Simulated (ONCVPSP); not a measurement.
**Potentials for Te compared**

Generated with ld1.x 7.5 (TM, RRKJ, ultrasoft, PAW), atompaw 4.2 or ONCVPSP 4.0.1. The cutoff is in Ry: for ld1.x and atompaw files where the sum of valence levels is converged to 10 mRy in a Bessel basis, for ONCV files where the hardest occupied wave has 1 mHa per electron of residual kinetic energy. The error is the largest all-electron minus pseudo excitation energy over each file’s own four to seven test configurations (ionisations up to +4, promotions, holes and added fractions of an electron), all of which were solved. The labels leave out finer settings (local radius, basis sizes, second energies), which also bear on the numbers. Spin-polarised tests are not counted. The rows are a selection from randomly drawn settings: files with unsolved tests, undetermined cutoffs or missed reference levels are left out.

| potential | cutoff (Ry) | largest error (meV) | bound ghosts |
| --- | --- | --- | --- |
| ONCV, PBE, fully relativistic, rc 1.65/2.25 (sp), local smoothed, core correction yes, reference 5s2 5p4, qcut 3.1/4.2, projectors 2/1 | 29 | -784 | none |
| ONCV, PBEsol, fully relativistic, rc 1.40/1.50/1.25 (spd), local smoothed, core correction no, reference 4s2 4p6 4d10 5s2 5p3.5, qcut 7.3/11/11.1, projectors 3/3/2 | 96 | -0.8 | none |
| ONCV, PBE, fully relativistic, rc 1.90/1.65/1.45 (spd), local smoothed, core correction no, reference 4d10 5s1.75 5p4.25, qcut 3.2/5.1/9.4, projectors 2/1/2 | 170 | +62 | none |
| ONCV, Wu-Cohen, fully relativistic, rc 1.45/1.25/1.45 (spd), local smoothed, core correction no, reference 4s2 4p6 4d10 5s2 5p4, qcut 6.8/11/12, projectors 2/2/2 | 93 | +27 | none |

(1) Fill in the row for Te: ONCV, revPBE, scalar-relativistic, rc 1.35/1.10/1.35 (spd), local smoothed, core correction yes, reference 4s2 4p6 4d10 5s2 5p3.5, qcut 9.3/14.8/11.5, projectors 2/2/3.

Answers

(1) cutoff 134 Ry, largest error -5.3 meV, bound ghosts: none.
